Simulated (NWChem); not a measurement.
The numbers come from NWChem runs, not from measurements. System: H$_{2}$S$_{2}$, charge 0, spin multiplicity 1, displaced from the optimised geometry. Level: MP2/cc-pVDZ, 10 core orbitals frozen, spin-restricted.

Job file:

```
start mol
memory heap 200 mb stack 900 mb global 1100 mb
geometry units angstroms nocenter noautoz noautosym
  S      0.915485     0.485508     0.055298
  S     -0.915485    -0.485508     0.055298
  H      2.157753    -1.021567    -1.824832
  H     -1.536619     0.268029    -0.884767
end
basis spherical
  * library cc-pvdz
end
scf
  rhf
  nopen 0
  maxiter 100
  thresh 1e-7
  semidirect memsize 60000000 filesize 0
end
mp2
  freeze core 10
end
task mp2 energy
```

Part of the output:

```
             Northwest Computational Chemistry Package (NWChem) 7.3.0
             --------------------------------------------------------

                                NWChem Input Module
                                -------------------

 Scaling coordinates for geometry "geometry" by  1.889725989
 (inverse scale =  0.529177249)

                             Geometry "geometry" -> ""
                             -------------------------

 Output coordinates in angstroms (scale by  1.889725989 to convert to a.u.)

  No.       Tag          Charge          X              Y              Z
 ---- ---------------- ---------- -------------- -------------- --------------
    1 S                   16.0000     0.91548500     0.48550800     0.05529800
    2 S                   16.0000    -0.91548500    -0.48550800     0.05529800
    3 H                    1.0000     2.15775300    -1.02156700    -1.82483200
    4 H                    1.0000    -1.53661900     0.26802900    -0.88476700

 Effective nuclear repulsion energy (a.u.)      80.4032951514

            Nuclear Dipole moment (a.u.)
            ----------------------------
        X                 Y               Z
 ---------------- ---------------- ----------------
     1.1737730622    -1.4239803420    -1.7764614820


 Summary of "ao basis" -> "" (spherical)
 ------------------------------------------------------------------------------
       Tag                 Description            Shells   Functions and Types
 ---------------- ------------------------------  ------  ---------------------
 *                          cc-pvdz                   on all atoms

 Summary of "ao basis" -> "ao basis" (spherical)
 ------------------------------------------------------------------------------
       Tag                 Description            Shells   Functions and Types
 ---------------- ------------------------------  ------  ---------------------
 S                          cc-pvdz                  8       18   4s3p1d
 H                          cc-pvdz                  3        5   2s1p

                                 NWChem SCF Module
                                 -----------------

  ao basis        = "ao basis"
  functions       =    46
  atoms           =     4
  closed shells   =    17
  open shells     =     0
  charge          =   0.00
  wavefunction    = RHF
  use symmetry    = F
  symmetry adapt  = F

 Summary of "ao basis" -> "ao basis" (spherical)
 ------------------------------------------------------------------------------
       Tag                 Description            Shells   Functions and Types
 ---------------- ------------------------------  ------  ---------------------
 S                          cc-pvdz                  8       18   4s3p1d
 H                          cc-pvdz                  3        5   2s1p

 Forming initial guess at       0.0s

      Superposition of Atomic Density Guess
      -------------------------------------

 Sum of atomic energies:        -795.95370168

      Non-variational initial energy
      ------------------------------

 Total energy =    -795.970215
 1-e energy   =   -1260.217171
 2-e energy   =     383.843661
 HOMO         =      -0.239476
 LUMO         =      -0.156035

 Starting SCF solution at       0.7s

 ----------------------------------------------
         Quadratically convergent ROHF

 Convergence threshold     :          1.000E-07
 Maximum no. of iterations :          100
 Final Fock-matrix accuracy:          1.000E-09
 ----------------------------------------------

              iter       energy          gnorm     gmax       time
             ----- ------------------- --------- --------- --------
                 1     -796.0026816257  4.64D-01  1.80D-01      0.7
                 2     -796.0347877557  2.30D-01  9.67D-02      0.7
                 3     -796.0416250652  1.94D-02  7.10D-03      0.7
                 4     -796.0417506318  4.32D-04  1.12D-04      0.7
                 5     -796.0417506731  1.01D-07  2.40D-08      0.7
                 6     -796.0417506731  6.25D-09  4.10D-09      0.8

       Final RHF  results
       ------------------

         Total SCF energy =   -796.041750673116
      One-electron energy =  -1259.922357664885
      Two-electron energy =    383.477311840403
 Nuclear repulsion energy =     80.403295151366

        Time for solution =      0.1s

             Final eigenvalues
             -----------------

              1
    1  -92.0352
    2  -92.0163
    3   -9.0289
    4   -9.0167
    5   -6.7094
    6   -6.7084
    7   -6.7052
    8   -6.6982
    9   -6.6966
   10   -6.6946
   11   -1.0581
   12   -0.8605
   13   -0.5858
   14   -0.4943
   15   -0.4561
   16   -0.3945
   17   -0.3251
   18   -0.0652
   19    0.1023
   20    0.1452
   21    0.4605
   22    0.5320
   23    0.6161
   24    0.6382
   25    0.6407
   26    0.6486
   27    0.6628

                       ROHF Final Molecular Orbital Analysis
                       -------------------------------------

 Vector   15  Occ=2.000000D+00  E=-4.561344D-01
              MO Center= -2.4D-01, -2.2D-01, -4.5D-02, r^2= 2.5D+00
   Bfn.  Coefficient  Atom+Function         Bfn.  Coefficient  Atom+Function
  ----- ------------  ---------------      ----- ------------  ---------------
    28      0.313847  2 S  pz                31      0.291547  2 S  pz
    27      0.272876  2 S  py                30      0.255764  2 S  py
    10      0.184795  1 S  pz                13      0.176942  1 S  pz
     9      0.163881  1 S  py                12      0.156295  1 S  py

 Vector   16  Occ=2.000000D+00  E=-3.944836D-01
              MO Center=  6.3D-01,  3.6D-01,  2.9D-02, r^2= 2.1D+00
   Bfn.  Coefficient  Atom+Function         Bfn.  Coefficient  Atom+Function
  ----- ------------  ---------------      ----- ------------  ---------------
    10     -0.377011  1 S  pz                13     -0.366386  1 S  pz
     9      0.363588  1 S  py                12      0.348363  1 S  py
    22      0.158554  2 S  s                 42     -0.158626  4 H  s

 Vector   17  Occ=2.000000D+00  E=-3.250819D-01
              MO Center=  1.0D+00, -4.7D-01, -8.3D-01, r^2= 4.2D+00
   Bfn.  Coefficient  Atom+Function         Bfn.  Coefficient  Atom+Function
  ----- ------------  ---------------      ----- ------------  ---------------
    38      0.409676  3 H  s                 37      0.296282  3 H  s
    31      0.241748  2 S  pz                13     -0.225402  1 S  pz
    28      0.216690  2 S  pz                30      0.212613  2 S  py
    12     -0.200662  1 S  py                27      0.190766  2 S  py
    10     -0.179435  1 S  pz                 9     -0.161426  1 S  py

 Vector   18  Occ=0.000000D+00  E=-6.522108D-02
              MO Center=  1.4D+00, -3.1D-01, -8.5D-01, r^2= 3.8D+00
   Bfn.  Coefficient  Atom+Function         Bfn.  Coefficient  Atom+Function
  ----- ------------  ---------------      ----- ------------  ---------------
    38      0.526151  3 H  s                 13      0.350557  1 S  pz
    12      0.300598  1 S  py                37      0.301523  3 H  s
    10      0.264957  1 S  pz                 9      0.222990  1 S  py
    11     -0.182864  1 S  px                31     -0.154058  2 S  pz

 Vector   19  Occ=0.000000D+00  E= 1.023046D-01
              MO Center= -4.8D-02,  1.9D-02,  1.9D-02, r^2= 3.7D+00
   Bfn.  Coefficient  Atom+Function         Bfn.  Coefficient  Atom+Function
  ----- ------------  ---------------      ----- ------------  ---------------
    11      0.780709  1 S  px                29      0.749949  2 S  px
    22      0.715094  2 S  s                  4     -0.590484  1 S  s
    30      0.451938  2 S  py                12      0.409678  1 S  py
     8      0.312312  1 S  px                26      0.276808  2 S  px
    43     -0.214495  4 H  s                  9      0.157543  1 S  py

 Vector   20  Occ=0.000000D+00  E= 1.451684D-01
              MO Center= -1.3D+00,  9.0D-02, -6.3D-01, r^2= 3.2D+00
   Bfn.  Coefficient  Atom+Function         Bfn.  Coefficient  Atom+Function
  ----- ------------  ---------------      ----- ------------  ---------------
    43      1.571712  4 H  s                 22     -0.919552  2 S  s
    31      0.704676  2 S  pz                29      0.574437  2 S  px
    30     -0.508268  2 S  py                42      0.198082  4 H  s
    28      0.179168  2 S  pz                26      0.158301  2 S  px

 center of mass
 --------------
 x =   0.01793453 y =  -0.02175754 z =   0.02306818

 moments of inertia (a.u.)
 ------------------
          73.274383835045         -92.105528655969           9.305484020852
         -92.105528655969         232.080527509428          -5.888853242836
           9.305484020852          -5.888853242836         274.424415353461

  Mulliken analysis of the total density
  --------------------------------------

    Atom       Charge   Shell Charges
 -----------   ------   -------------------------------------------------------
    1 S   16    16.05   2.00  2.01  0.97  0.96  6.00  2.09  1.95  0.06
    2 S   16    16.02   2.00  2.01  0.93  0.90  6.00  2.26  1.83  0.10
    3 H    1     1.04   0.40  0.64  0.00
    4 H    1     0.89   0.70  0.16  0.03

       Multipole analysis of the density wrt the origin
       ------------------------------------------------

     L   x y z        total         open         nuclear
     -   - - -        -----         ----         -------
     0   0 0 0     -0.000000      0.000000     34.000000

     1   1 0 0     -0.580386      0.000000      1.173773
     1   0 1 0      0.180712      0.000000     -1.423980
     1   0 0 1     -0.179417      0.000000     -1.776461

     2   2 0 0    -19.948358      0.000000    120.833050
     2   1 1 0     -0.073228      0.000000     41.449563
     2   1 0 1      1.205656      0.000000     -9.206157
     2   0 2 0    -21.421741      0.000000     30.919758
     2   0 1 1      0.215615      0.000000      5.810282
     2   0 0 2    -21.129498      0.000000     15.036596

                   NWChem MP2 Semi-direct Energy/Gradient Module
                   ---------------------------------------------

  Basis functions       =     46
  Molecular orbitals    =     46
  Frozen core           =     10
  Frozen virtuals       =      0
  Active alpha occupied =      7
  Active beta occupied  =      7
  Active alpha virtual  =     29
  Active beta virtual   =     29
  Use MO symmetry       = F
  Use skeleton AO sym   = F

  AO/Fock/Back tols     =   1.0D-09  1.0D-09  1.0D-09

 GA uses MA = F    GA memory limited = T

 Available:
  local mem=  1.26D+08
 global mem=  1.44D+08
 local disk=  0.00D+00
  mp2_memr nvloc                    29
  nvloc new                    29
   1 passes of   7:        3145728                       9493                    749788.
   1 passes of   7: M    126153786           G      144174968           F     123008058.

 Semi-direct pass number   1 of   1  for RHF alpha+beta  at        0.8s
  vrange nnbf                  1081
  mp2_eaftype                    10  avail_ma_in_mb                  1099
 EAF : mp2_eaftype filesize          10     374894.
  mp2_eaf for mointskh                     10
Node 0 wrote      1.8 Mb in      0.0 s     Agg I/O rate:  2004.2 Mb/s
 Done moints_semi at        2.1s
  mp2_eaftype                    10  avail_ma_in_mb                  1089
 EAF : mp2_eaftype filesize          10     374894.
  mp2_eaf for kh                    10
 Done maket at        2.2s
 Done multipass loop at        2.2s

          -------------------------------------------
          SCF energy                -796.041750673116
          Correlation energy          -0.305491337880
          Singlet pairs               -0.205333163266
          Triplet pairs               -0.100158174614
          Total MP2 energy          -796.347242010996
          -------------------------------------------

          ---------------------------------------------------
                    Spin Component Scaled (SCS) MP2
          Same spin pairs                     -0.066772116409
          Same spin scaling factor             0.333333333333
          Opposite spin pairs                 -0.238719221471
          Opposite spin scaling fact.          1.200000000000
          SCS-MP2 correlation energy          -0.308720437901
          Total SCS-MP2 energy              -796.350471111018
          ---------------------------------------------------

 -----------------------
 Performance information
 -----------------------

 Timer overhead =  9.64D-08 seconds/call

               Nr. of calls         CPU time (s)                 Wall time (s)                GFlops
             ---------------    -------------------     ------------------------------   -------------------
Name         Min   Avg   Max    Min     Avg     Max     Min     Avg     Max   Mx/calls   Min     Max     Sum
mp2: moin     1     1     1    1.4     1.4     1.4      1.4     1.4     1.4     1.4      0.0     0.0     0.0
mp2: make     1     1     1   7.93E-3 7.93E-3 7.93E-3  7.93E-3 7.93E-3 7.93E-3 7.93E-3   0.0     0.0     0.0
mp2: tota     1     1     1    1.4     1.4     1.4      1.4     1.4     1.4     1.4      0.0     0.0     0.0

 The average no. of pstat calls per process was 3.00D+00
 with a timing overhead of 2.89D-07s

 Task  times  cpu:        2.1s     wall:        2.1s

 Total times  cpu:        2.2s     wall:        2.2s
```
